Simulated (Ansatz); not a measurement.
Consider the ligand exchange at a Zn–C bond: `C[CH2][Zn][OH]` + CH₃OH → `C[O][Zn][OH]` + `CC`.

Isolated molecules relaxed with PBE0-D4/def2-TZVP in Ansatz; ΔE leaves out vibrations. CCSD(T)/CBS is the MP2 limit (def2-TZVPP, def2-QZVPP) plus CCSD(T) − MP2 in def2-TZVPP, frozen cores. This one scheme is used for every species. DFT in def2-TZVPP. For Zn outer-core shells are correlated without core-valence functions, which leaves a few kJ/mol of doubt a bond. Scalar relativity is left out up to krypton. Each species was taken in one conformer, which may not be the lowest.

`C[CH2][Zn][OH]`:

Cartesian coordinates in Å:
```
C 1.389 0.374 -0.416
C 0.004 -0.125 -0.824
Zn -1.235 -0.411 0.632
O -2.372 -0.799 1.948
H 1.894 -0.324 0.256
H 2.038 0.509 -1.287
H 1.342 1.337 0.100
H -0.463 0.579 -1.521
H 0.087 -1.071 -1.369
H -2.684 -0.068 2.481
```

CH₃OH:

```xyz
6

C     0.340   -0.028    0.102
O    -0.772   -0.161   -0.752
H     1.200   -0.440   -0.426
H     0.217   -0.585    1.039
H     0.559    1.020    0.344
H    -1.544    0.194   -0.306
```

`C[O][Zn][OH]`:

```xyz
8

C    -0.607    1.291    0.610
O     0.581    0.715    0.141
Zn    0.771   -0.954   -0.395
O     1.124   -2.626   -0.841
H    -0.404    2.333    0.880
H    -1.000    0.791    1.506
H    -1.404    1.298   -0.146
H     0.940   -2.849   -1.755
```

`CC`:

```xyz
8

C    -0.008    0.468   -0.598
C     0.008   -0.468    0.598
H    -0.289    1.483   -0.306
H     0.973    0.523   -1.075
H    -0.722    0.135   -1.355
H     0.289   -1.483    0.306
H    -0.973   -0.523    1.075
H     0.722   -0.135    1.355
```

Task: Is it downhill or uphill in electronic energy at CCSD(T)/CBS, and by how much? (Best estimate.)

Result: Ansatz gave: Downhill: ΔE = -49.0 kJ/mol.

Task: What do these levels give: PBE0-D4, r2SCANh-D4, ωB97M-V, B2PLYP, revPBE, r2SCAN, r2SCANh, HF/def2-SVP, MP2/def2-TZVPP, CCSD/def2-TZVPP, HF/def2-QZVPP, MP2/def2-QZVPP? (Estimate.)

Result: Ansatz gave: PBE0-D4 -42.1, r2SCANh-D4 -48.3, ωB97M-V -44.3, B2PLYP -51.8, revPBE -42.7, r2SCAN -49.1, r2SCANh -48.6, HF/def2-SVP -68.8, MP2/def2-TZVPP -46.9, CCSD/def2-TZVPP -51.1, HF/def2-QZVPP -70.2, MP2/def2-QZVPP -48.3 kJ/mol.

Largest T1 diagnostic among the species: 0.017.

At CCSD(T), def2-SVP lies −9.9 kJ/mol from the extrapolated value and def2-TZVPP +0.2 kJ/mol. From BLYP to BHLYP (50 % exact exchange), in def2-TZVPP and without D4, ΔE moves by −4.4 kJ/mol.
